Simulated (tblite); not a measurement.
Compound: butylallene, C7H12.
Bonds: C1–C2 (double), C2–C3 (double), C3–C4, C4–C5, C5–C6, C6–C7. Hydrogens: H8, H9 on C1; H10 on C3; H11, H12 on C4; H13, H14 on C5; H15, H16 on C6; H17, H18, H19 on C7.

Computed with GFN2-xTB (tblite), gas phase: nudged elastic band of 9 images (0 to 8), spring 0.2 eV/Å², climbing image at the end, force threshold 0.05 eV/Å. No saddle search or frequency run followed, so the top image need not be a first-order saddle, and its height can exceed the method's true barrier by a kcal/mol or more.

The band describes a rotation about C4–C5 (chain CH2 carbon, chain CH2 carbon), followed by the dihedral C3–C4–C5–C6, from the optimised start (-179°) to a second optimised geometry at -65°.

Q: How does the energy change from image to image?

A: 
```
image  dihedral (°)  E (kJ/mol)  C4–C5 (Å)  C3···C6 (Å)  largest true force (eV/Å)
    0          -179        0.00      1.531         3.86                       0.01
    1          -163        1.83      1.531         3.85                       0.04
    2          -149        5.35      1.535         3.80                       0.05
    3          -135        8.87      1.539         3.72                       0.04
    4          -120       10.38      1.541         3.62                       0.03
    5          -106        9.03      1.540         3.49                       0.04
    6           -92        5.82      1.537         3.35                       0.05
    7           -78        3.10      1.533         3.19                       0.04
    8           -65        2.12      1.533         3.09                       0.01
```

Barriers of this band. The top is image 4 at -120°: 10.38 kJ/mol forward and 8.26 kJ/mol back; the end lies 2.12 kJ/mol above the start. The central bond is 0.010 Å longer at the top than at the start.

Q: What rate follows at 200 K for crossing this barrier forward?

A: Taking the electronic barrier for the free energy of activation (no zero-point or entropy terms, transmission 1), rate = (kT/h)·exp(−ΔE/kT) ≈ 8 × 10^9 s⁻¹, whose inverse is 1 × 10^-10 s. An error of 1 kcal/mol in the barrier changes this by a factor of 12, and the method and the loose band can each miss by that much or more.

Q: How would the two end points share their population at 200 K, from these energies alone?

A: exp(−ΔE/kT) with ΔE = 0.022 eV gives 0.28 for the higher one (end) against 1 for the lower, without vibrational, rotational or degeneracy terms. GFN2-xTB can put conformers this close in the wrong order.

Q: How long is the path, and how are the images spaced?

A: Cartesian distances between aligned neighbours (all atoms, Å): 0.78, 0.76, 0.76, 0.77, 0.77, 0.78, 0.81, 0.99; the sum is 6.42 Å, and the top lies 48 % of the way along.

The cost below is that of the whole band run. Time: 3.1 s wall; peak memory 0.19 GiB. Hardware: Arm Neoverse V1, one thread, shared host with 32 logical CPUs at a one-minute load of 22.
